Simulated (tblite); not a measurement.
C2H13O2PSi3.
Z-matrix (Å and degrees, GFN2-xTB geometry), rows numbered from 1:
```
C 
O   1  1.3982
Si  2  1.6235  1  125.57
O   3  1.6148  2  107.53  1   161.19
C   4  1.4017  3  125.59  2    56.27
P   3  2.2129  2  110.21  1    43.59
Si  6  2.2260  3  100.77  2    61.89
Si  6  2.2222  3  100.14  2   166.11
H   1  1.0938  2  110.59  3   -30.96
H   1  1.0907  2  108.18  3  -151.00
H   1  1.0923  2  110.05  3    89.36
H   3  1.4673  2  109.61  1   -77.25
H   5  1.0899  4  107.69  3  -172.55
H   5  1.0901  4  110.70  3   -52.48
H   5  1.0915  4  110.14  3    68.06
H   7  1.4644  6  105.93  3   173.06
H   7  1.4653  6  107.23  3   -69.54
H   7  1.4648  6  114.62  3    52.41
H   8  1.4634  6  106.68  3    68.00
H   8  1.4640  6  105.59  3  -174.13
H   8  1.4645  6  114.79  3   -53.65
```

All values are computed: GFN2-xTB (tblite) harmonic vibrations without scaling, gas phase. This tight-binding method is rough: wavenumbers can miss measured ones by several per cent, in bad cases by 10 to 20. Modes of hydrogen on silicon can be 10 to 20 % off. One conformer, not necessarily the lowest.

Harmonic wavenumbers (cm⁻¹): 25.8, 64.5, 73.0, 76.9, 82.6, 92.7, 99.1, 105.3, 110.2, 127.1, 144.9, 149.9, 253.0, 278.6, 325.8, 430.1, 483.8, 489.2, 492.6, 523.9, 548.5, 577.3, 700.0, 712.8, 741.4, 748.8, 751.7, 765.3, 775.1, 779.2, 788.5, 820.7, 1121.7, 1126.4, 1128.0, 1134.5, 1148.2, 1159.3, 1405.9, 1414.3, 1474.1, 1475.5, 1480.8, 1485.7, 2207.9, 2224.3, 2229.8, 2235.0, 2238.0, 2242.6, 2251.4, 2938.6, 2959.2, 2963.5, 2983.9, 2985.6, 2993.7.

A = 1110, B = 767.1, C = 615.7 MHz; mass 183.996 u (most abundant isotopes); point group C1, symmetry number 1.

Question: What is the zero-point energy?

Answer: Half the sum of the wavenumbers: 31073 cm⁻¹ = 371.72 kJ/mol.

Question: What is S at 400 K and 1 bar for an ideal gas of classical rigid rotors and harmonic oscillators?

Answer: Translation 180.00, rotation 132.51, vibration 298.90: S = 611.4 J/(mol K).

Question: And Cp and H(400 K) − H(0)?

Answer: Cp = 268.70 J/(mol K), of which vibrations give 235.44 (their classical limit is 57 R = 473.9); H(400 K) − H(0) = 69.09 kJ/mol without the zero-point energy, 55.79 from vibrations.

Question: Blend soft modes into free rotors: weight 1/[1 + (100 cm⁻¹/ν̃)⁴] for the oscillator and the rest for a rotor with moment μB/(μ + B), μ = h/(8π²ν), B = 10⁻⁴⁴ kg m². What vibrational entropy results?

Answer: 265.94 J/(mol K) in place of 298.90, which changes −T·S at 400 K by +13.18 kJ/mol.

Question: What must be added to the electronic energy to get the Gibbs energy at 400 K and 1 bar?

Answer: ZPE + [H(400 K) − H(0)] − T·S = 371.72 + 69.09 − 244.56 = 196.25 kJ/mol.

Hindered rotation and anharmonicity are outside this model. Other conformers, if any are populated, would add a mixing term that is left out. The structure is chiral; the term R ln 2 for an equal mix with its mirror image is left out.

The run took 1.1 s on an Arm Neoverse V2 with one thread, shared host. This covers the Hessian and the dipole derivatives.
